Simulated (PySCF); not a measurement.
**How methods differ on the ionisation energy of In³⁺**

In³⁺ [Kr] 4d10 → In⁴⁺ [Kr] 4d9 [4d3/2^4 4d5/2^5, M_J = 5/2], as a difference of total energies. Calculation: PySCF 2.14, in x2c-QZVPPall-2c (13s13p9d4f1g, 134 functions); the two-component X2C-1e Hamiltonian. Correlated levels: [Ar] 3d10 frozen; the 26 highest virtual spinors dropped. "Screened" scales the spin-orbit matrix elements by Boettger's factors to mimic the two-electron term; Breit and QED terms are absent.

| method | ionisation energy (eV) | error (eV) |
| --- | --- | --- |
| GHF (spin-free) | 54.642 | -0.808 |
| GMP2 (spin-free) | 56.116 | +0.666 |
| GHF (screened spin-orbit) | 54.268 | -1.182 |
| GMP2 (screened spin-orbit) | 55.733 | +0.283 |

Reference: 55.45 ± 0.04 eV (measured; NIST Atomic Spectra Database, ionization energies).

The spin-free rows lack the spin-orbit shift.
